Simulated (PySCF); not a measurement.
C8H6SSe, SMILES c1csc(-c2ccc[se]2)c1.

The structure is a stationary point at PBE0-D3(BJ)/def2-SVP. One conformer was computed; it need not be the lowest.

Calculation: HF/def2-SVP (PySCF).

Symmetry labels are those of the subgroup Cs that the program uses (full group Cs).

List the valence orbital energies around the gap with their symmetry. (The exact figures need the calculation; the answer reports its results.)


```csv
orbital,symmetry,energy (eV)
HOMO−7,A",-13.61
HOMO−6,A',-13.55
HOMO−5,A',-12.98
HOMO−4,A',-12.22
HOMO−3,A",-10.39
HOMO−2,A",-9.63
HOMO−1,A",-9.09
HOMO,A",-7.69
LUMO,A",1.83
LUMO+1,A',4.12
LUMO+2,A",4.15
LUMO+3,A',5.12
```
